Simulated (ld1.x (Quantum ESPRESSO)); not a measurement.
## Configuration tests for nickel (PAW)

```json
{
 "Element": "nickel",
 "Generator": "ld1.x (Quantum ESPRESSO) 7.5",
 "Type": "PAW",
 "Functional": "PBE",
 "Relativity": "fully relativistic",
 "Frozen core": "[Ne]",
 "Valence charge": "18",
 "Reference configuration": "3s2 3p6 3d8 4s2 4p0",
 "Partial waves": "3s (bound): rcut 1.00, rcutus 1.25 bohr; 4s (bound): rcut 1.00, rcutus 1.25 bohr; 3p (bound): rcut 1.10, rcutus 1.25 bohr; 4p (bound, empty): rcut 1.10, rcutus 1.25 bohr; 3d (bound): rcut 1.15, rcutus 1.40 bohr; 3d channel at 1.05 Ry: rcut 1.15, rcutus 1.40 bohr",
 "Local potential": "all-electron potential smoothed inside 1.00 bohr (lloc = -2)",
 "Core correction": "a·sin(br)/r model core, default radius (ld1.x builds one for every PAW set, though the input has nlcc=.false.)",
 "Augmentation charge": "PSQ, inside the norm-conserving radii"
}
```

Open shells are filled in proportion to 2j + 1 (rel_dist='average').

Energies are relative to the spin-unpolarised reference configuration 3s2 3p6 3d8 4s2 4p0; without spin polarisation the order of configurations can differ from experiment.

```csv
valence configuration,charge,ΔE all-electron (eV),error AE − PS (meV)
3s2 3p6 3d8 4s1 4p0,+1,9.323,-0.1
3s2 3p6 3d8 4s0 4p0,+2,26.674,-0.6
3s2 3p6 3d7 4s0 4p0,+3,64.140,-0.7
3s1 3p6 3d8 4s2 4p0,+1,119.393,-7.0
3s2 3p6 3d7 4s2 4p1,0,10.544,-1.9
3s2 3p6 3d8 4s1.5 4p0,+0.5,3.718,-0.1
```

Problem. What are ΔE and the potential's error for 3s2 3p6 3d9 4s1 4p0?

Solution. ΔE = -1.596 eV all-electron; the error (AE − PS) is -0.4 meV.

The ghost test of this file was not conclusive.
